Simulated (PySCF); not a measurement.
## Electron affinity of Rb by level of theory

Rb⁻ [Kr] 5s2 (1S) → Rb [Kr] 5s1 (2S), as a difference of total energies. Calculation: PySCF 2.14, in x2c-TZVPPall with one added diffuse shell each of s, p, d, f type (9s7p7d3f1g, 95 functions); scalar relativity by spin-free X2C-1e. Correlated levels: valence: [Kr] frozen; valence and next inner shell: [Ar] 3d10 frozen. The calculations carry no spin-orbit coupling.

| method | electron affinity (eV) |
| --- | --- |
| UHF | -0.086 |
| LDA | 0.577 |
| PBE | 0.508 |
| PBE0 | 0.471 |
| r2SCAN | 0.402 |
| TPSS | 0.522 |
| MN15 | 0.836 |
| wB97M-V | 0.455 |
| MP2 (valence) | 0.276 |
| SCS-MP2 (valence) | 0.349 |
| SCS-MP2 (valence and next inner shell) | 0.393 |

Problem. Estimate what B3LYP gives.

Solution. 0.514 eV, closest to PBE among the rows shown.

Problem. Estimate what MP2 (valence and next inner shell) gives.

Solution. 0.335 eV, closest to SCS-MP2 (valence) among the rows shown.

Errors of the correlated levels include the incompleteness of this basis and the frozen core.

A negative affinity means that the anion lies above the atom at that level of theory.

In the anion the highest occupied orbital energy is positive at LDA, PBE, PBE0, r2SCAN, B3LYP, TPSS, a self-interaction effect; the basis confines that electron, and the energy difference can still be sensible.

For comparison: 0.486 eV (measured; photodetachment measurements, as compiled on the Wikipedia data page of electron affinities).
